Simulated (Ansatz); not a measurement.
Compare A (`C[SiH](O)[SiH3]`) with its isomer B (`C[SiH2][SiH2]O`).

Computed with Ansatz on PBE0-D4/def2-TZVP structures; ΔE is electronic, products minus reactants. CCSD(T)/CBS is the MP2 limit (def2-TZVPP, def2-QZVPP) plus CCSD(T) − MP2 in def2-TZVPP, frozen cores. Functionals use def2-TZVPP. One conformer a species, not always the lowest.

A:

```xyz
12

C     1.3127   -0.8124    0.7607
Si   -0.3241   -0.5589   -0.1051
O    -0.2724   -1.0398   -1.6897
Si   -0.9323    1.7020   -0.1468
H     2.1107   -0.2540    0.2661
H     1.5920   -1.8697    0.7738
H     1.2497   -0.4719    1.7982
H    -1.3609   -1.3446    0.6334
H    -0.1865   -1.9775   -1.8670
H     0.0915    2.5140   -0.8608
H    -1.0327    2.2120    1.2500
H    -2.2476    1.9007   -0.8127
```

B:

Z-matrix (Å, degrees):
```
C
Si 1 1.877
H 1 1.092 2 110.6
H 1 1.092 2 110.6 3 -119.6
H 1 1.092 2 111.0 3 120.2
Si 2 2.347 1 112.0 3 62.0
H 2 1.492 1 110.5 3 -59.5
H 2 1.494 1 109.8 3 -177.5
O 6 1.658 2 112.0 1 61.2
H 6 1.494 2 109.6 1 -175.1
H 6 1.486 2 110.9 1 -55.7
H 9 0.958 6 117.0 2 61.5
```

Problem. Which isomer does CCSD(T)/CBS put lower? Give the gap. (Estimate.)

Solution. Ansatz gave: A, by 2.3 kcal/mol.

Problem. Give E(B) − E(A) in kcal/mol with r2SCAN-D4, PBE-D4, ωB97M-V, CCSD(T)/def2-SVP, PBE0-D4, BLYP-D4, B2PLYP. (An estimate is asked.)

Solution. Computed: r2SCAN-D4 2.2, PBE-D4 2.0, ωB97M-V 2.3, CCSD(T)/def2-SVP 2.4, PBE0-D4 2.1, BLYP-D4 2.1, B2PLYP 2.1. None reverses the order clearly.

Problem. Does the order hold for the free energy at 298.15 K (harmonic terms from PBE0-D4)? (Estimate.)

Solution. Computed: Yes: G(B) − G(A) = +2.6 kcal/mol, for one conformer each. Modes under 60 cm⁻¹, often nearly free rotors, make the harmonic entropy too high.

Largest T1 diagnostic: 0.012.

Leaving LDA and LC-ωPBE aside and taking each functional with its dispersion term where it has one, the values, not all of them listed here, spread over 0.4 kcal/mol, from PBE-D4 to CAM-B3LYP-D4.
